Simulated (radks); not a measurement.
The numbers below are computed, except where a source is named.
How relativity changes the ionisation of neutral neon ([Ne]) to Ne+ ([He] 2s2 2p5). Spin-unpolarised spherical Kohn-Sham, PBE, point nucleus unless stated (finite: rms radius 3.0055 fm), a radial shooting solver on a logarithmic mesh with Libxc functionals. A level marked "c x" has the speed of light scaled by that factor and shares open shells by 2j + 1; other Dirac levels either fill j = l - 1/2 first or share by 2j + 1.

level                               E(Ne) (hartree)  E(Ne+) (hartree)  IE (eV)   HOMO  <r> HOMO (bohr)
non-rel.                                 -128.86643        -128.03992   22.491     2p           0.9816
scalar-rel.                              -129.01346        -128.18752   22.475     2p           0.9815
scalar-rel., finite nucleus              -129.01342        -128.18747   22.475     2p           0.9815
Dirac, 2j+1 shares                       -129.01350        -128.18755   22.475  2p3/2           0.9826
Dirac, low j first                       -129.01350        -128.18900   22.436  2p3/2           0.9826
Dirac, 2j+1 shares, finite nucleus       -129.01345        -128.18750   22.475  2p3/2           0.9826
Dirac, c x 1.5                           -128.93169        -128.10543   22.484  2p3/2           0.9820
Dirac, c x 3                             -128.88273        -128.05628   22.489  2p3/2           0.9817
Dirac, c x 10                            -128.86789        -128.04139   22.490  2p3/2           0.9816

NIST Atomic Spectra Database: 21.565 eV (measured). The relativistic part of the total energy of Ne is -0.147 hartree (Dirac, 2j+1 shares, finite nucleus), 0.11 % of the non-relativistic value. Spin polarisation and multiplet splitting of open shells are left out at every level.

Beside tabulated values, note that spin-unpolarised runs miss the spin-polarisation part of the exchange energy of open shells.
